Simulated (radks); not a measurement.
Zn, configuration [Ar] 3d9.5 4s2 4p0.5 (fractional occupations, a model configuration). Calculated with a radial shooting solver on a logarithmic mesh with Libxc functionals: Dirac Kohn-Sham, PBE, spin-unpolarised, spherical densities, point nucleus; open shells fill j = l - 1/2 first.

Spin-orbit splittings of the eigenvalues, e(l+1/2) - e(l-1/2), with zeta = 2 splitting/(2l+1) and mean radii in bohr:

shell  occ.  splitting (eV)  zeta (eV)  <r> j=l-1/2  <r> j=l+1/2
2p        6           23.87      15.91       0.1959       0.1993
3p        6               ?          ?       0.7032       0.7139
3d      9.5          0.3712     0.1485       0.8722       0.8794
4p      0.5         0.08143    0.05429        3.807        3.883

Estimate the 3p splitting.

Answer. 3.086 eV (zeta = 2.057 eV).
